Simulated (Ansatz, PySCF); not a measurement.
Si(H)(Cl)(Me)(NH2) (CH₆ClNSi), SMILES C[SiH](N)Cl. Atoms are numbered in the order given.

```xyz
10

Si    -0.2526    -0.0435     0.5060
C      1.2268    -1.0372     1.0637
N     -1.5335    -1.1102     0.0719
Cl     0.4042     1.1806    -1.0800
H     -0.7742     0.8864     1.5385
H      0.9696    -1.6611     1.9343
H      1.5757    -1.6966     0.2524
H      2.0614    -0.3733     1.3363
H     -1.3395    -1.8934    -0.5467
H     -2.4550    -0.7283    -0.1234
```

Geometry: B3LYP-D3(BJ)/def2-SVP. Other conformers were not sampled.

Vertical ionisation energy (IE) and electron affinity (EA) in eV. Rows of orbital energies are one-electron estimates. Where ΔSCF, EOM or ADC give a negative EA the extra electron is unbound and the value depends on the basis.

```tsv
level	IE	EA
−ε(HOMO), −ε(LUMO), r2SCAN/def2-TZVP (PySCF)	6.71	-0.50
−ε(HOMO), −ε(LUMO), PBE/def2-TZVP (PySCF)	6.39	0.12
ΔSCF, CAM-B3LYP/def2-SVPD (Ansatz), final states of multiplicity 2 and 2	10.31	-1.63
ΔSCF, PBE/def2-SVPD (Ansatz), final states of multiplicity 2 and 2	9.79	-1.34
```

### Question
What vertical singlet–triplet gap does ΔSCF give with CAM-B3LYP/def2-SVPD (Ansatz, a quantum-chemistry and plane-wave program) and with PBE/def2-SVPD (Ansatz)? (The exact figures need the calculation; the answer reports its results.)

### Answer
6.67 and 6.25 eV (triplet above singlet where positive).
